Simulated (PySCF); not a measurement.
Isomers of C4H8OSi2, one conformer each; single-point electronic energies without zero-point terms and without any empirical dispersion term.

Computed with PySCF at PBE0/pcSseg-1, non-relativistic, each on one gas-phase PBE0-D3(BJ)/def2-SVP geometry that isn't relaxed in the solvent. The solvent is an IEF-PCM continuum (cavity from Bondi-type radii × 1.2). The model holds no explicit solvent molecules, cavitation or dispersion.

| isomer | relative energy, gas (kJ/mol) | dipole (D) |
| --- | --- | --- |
| `O[SiH]1C=C[SiH2]C=C1` | 0.0 | 1.49 |
| `C#C[SiH2]O[SiH2]C=C` | 68.2 | 0.94 |

**Question.** How do the relative energies look in chloroform (ε = 4.711)?

**Answer.** 
```json
{"isomer": "`O[SiH]1C=C[SiH2]C=C1`", "relative energy, solvent (kJ/mol)": "0.0", "E(solvent) − E(gas) (kJ/mol)": "-14.8", "dipole in solvent (D)": "1.78"}
{"isomer": "`C#C[SiH2]O[SiH2]C=C`", "relative energy, solvent (kJ/mol)": "72.6", "E(solvent) − E(gas) (kJ/mol)": "-10.3", "dipole in solvent (D)": "1.09"}
```

The order is unchanged. Conformers: `[OH:1][SiH:2]1[CH:3]=[CH:4][SiH2:5][CH:6]=[CH:7]1` with H–O1–Si2–C3 62°; `[CH:1]#[C:2][SiH2:3][O:4][SiH2:5][CH:6]=[CH2:7]` with C2–Si3–O4–Si5 3°, Si3–O4–Si5–C6 124°, O4–Si5–C6–C7 0°. `O[SiH]1C=C[SiH2]C=C1` gains most from the continuum, and it has the largest gas-phase dipole. The gains span 4.5 kJ/mol, the gas-phase energies 68.2 kJ/mol.
